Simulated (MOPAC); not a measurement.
A run for MOPAC: AM1 on SnC, 2S+1 = 3, a spin state set in the input, which need not be the lowest, a point of a bond scan (R = 2.194 Å).

```
AM1 1SCF PRECISE CHARGE=0 UHF MS=1 THREADS=1
CSn

C      0.00000000 1     0.00000000 1     0.00000000 1
Sn     0.00000000 1     0.00000000 1     2.19432000 1
```

Program output:

```
*******************************************************************************
 **                                                                           **
 **                              MOPAC v23.2.5                                **
 **                                                                           **
 *******************************************************************************
 ** MOPAC's Digital Object Identifier: https://doi.org/10.5281/zenodo.6511958 **
 **                                                                           **
 ** Please cite the open-source release paper for use of this MOPAC version:  **
 ** J. E. Moussa and J. J. P. Stewart (2026)                                  **
 ** MOPAC: An open-source semiempirical molecular orbital program             **
 ** J. Open Source Softw., 11(119), 8025, https://doi.org/10.21105/joss.08025 **
 *******************************************************************************

                              AM1 CALCULATION RESULTS

 *******************************************************************************
 *  AM1        - The AM1 Hamiltonian to be used
 *  UHF        - UNRESTRICTED HARTREE-FOCK CALCULATION
 *
 *
 *
 *                 CHARGE ON SYSTEM = 0
 *
 *
 *
 *  MS=        - IN MECI, MAGNETIC COMPONENT OF SPIN =  1.0
 *  PRECISE    - TIGHTER CRITERIA TO BE USED
 *  1SCF       - DO 1 SCF AND THEN STOP
 *  THREADS=1  - MULTI-THREADING NOT USED
 *  T=         - A TIME OF 172800.0 SECONDS REQUESTED
 *  DUMP=N     - RESTART FILE WRITTEN EVERY 7200.0 SECONDS REQUESTED
 *******************************************************************************
AM1 1SCF PRECISE CHARGE=0 UHF MS=1 THREADS=1
 CSn

   ATOM   CHEMICAL          X               Y               Z
  NUMBER   SYMBOL      (ANGSTROMS)     (ANGSTROMS)     (ANGSTROMS)

     1       C          0.00000000  *   0.00000000  *   0.00000000  *
     2      Sn          0.00000000  *   0.00000000  *   2.19432000  *



          CARTESIAN COORDINATES

    NO.       ATOM           X           Y           Z

     1         C          0.0000      0.0000      0.0000
     2        Sn          0.0000      0.0000      2.1943

  C: (AM1): M.J.S. DEWAR ET AL, J. AM. CHEM. SOC. 107 3902-3909 (1985)
 Sn: (AM1): J. J. P. STEWART, J. MOL. MOD., 10, 155-164 (2004)

           Empirical Formula: C Sn  =     2 atoms



      MOLECULAR POINT GROUP   :   C*v


          UHF CALCULATION, NO. OF ALPHA ELECTRONS =    5
                           NO. OF BETA  ELECTRONS =    3

 -------------------------------------------------------------------------------
 AM1 1SCF PRECISE CHARGE=0 UHF MS=1 THREADS=1
 CSn



     1SCF WAS SPECIFIED, SO BFGS WAS NOT USED
     SCF FIELD WAS ACHIEVED


                              AM1 CALCULATION
                                                       MOPAC v23.2.5 Linux




          FINAL HEAT OF FORMATION =        192.59314 KCAL/MOL =     805.80971 KJ/MOL


          COSMO AREA              =         97.92 SQUARE ANGSTROMS
          COSMO VOLUME            =         86.90 CUBIC ANGSTROMS

          IONIZATION POTENTIAL    =          8.532831 EV
          ALPHA SOMO LUMO (EV)    =         -8.533 -1.833
          BETA  SOMO LUMO (EV)    =         -8.742 -2.325
          NO. OF ALPHA ELECTRONS  =          5
          NO. OF BETA  ELECTRONS  =          3
          MOLECULAR WEIGHT        =        130.7010         POINT GROUP:  C*v

          MOLECULAR DIMENSIONS (Angstroms)

            Atom       Atom       Distance
           Sn     2    C     1     2.19432
           Sn     2    C     1     0.00000
            C     1   Sn     2     0.00000


          SCF CALCULATIONS        =          1





   ATOM   CHEMICAL          X               Y               Z
  NUMBER   SYMBOL      (ANGSTROMS)     (ANGSTROMS)     (ANGSTROMS)

     1       C          0.00000000  *   0.00000000  *   0.00000000  *
     2      Sn          0.00000000  *   0.00000000  *   2.19432000  *

                             CARTESIAN COORDINATES

   1    C        0.000000000     0.000000000     0.000000000
   2   Sn        0.000000000     0.000000000     2.194320000


           Empirical Formula: C Sn  =     2 atoms



      MOLECULAR POINT GROUP   :   C*v


          ALPHA EIGENVALUES
 -24.89885 -16.54366  -8.69107  -8.53283  -8.53283  -1.83347  -1.83347  -0.23053


           BETA EIGENVALUES
 -22.48568 -13.10055  -8.74214  -2.32503  -2.32503  -0.18783   0.28622   0.28622


              NET ATOMIC CHARGES AND DIPOLE CONTRIBUTIONS

  ATOM NO.   TYPE          CHARGE      No. of ELECS.   s-Pop       p-Pop
    1          C          -0.053826        4.0538     1.85371     2.20012
    2         Sn           0.053826        3.9462     1.98108     1.96509
 DIPOLE           X         Y         Z       TOTAL
 POINT-CHG.     0.000     0.000     0.567     0.567
 HYBRID        -0.000    -0.000    -0.429     0.429
 SUM           -0.000    -0.000     0.138     0.138


          ATOMIC ORBITAL ELECTRON POPULATIONS

     Atom    s        px        py        pz
    1  C   1.85371   0.36580   0.36580   1.46852
    2 Sn   1.98108   0.63420   0.63420   0.69669


                    (SZ)    =    1.000000
                    (S**2)  =    2.097870


          ATOMIC ORBITAL SPIN POPULATIONS

    Atom   Total    s     px     py     pz
         Atomic
    1  C  0.4853  0.021  0.366  0.366 -0.267
    2 Sn  1.5147 -0.008  0.634  0.634  0.254

 **********************
 *                    *
 * JOB ENDED NORMALLY *
 *                    *
 **********************




 == MOPAC DONE ==
```

The run finished.

Cost: very roughly 0.03 core-seconds.
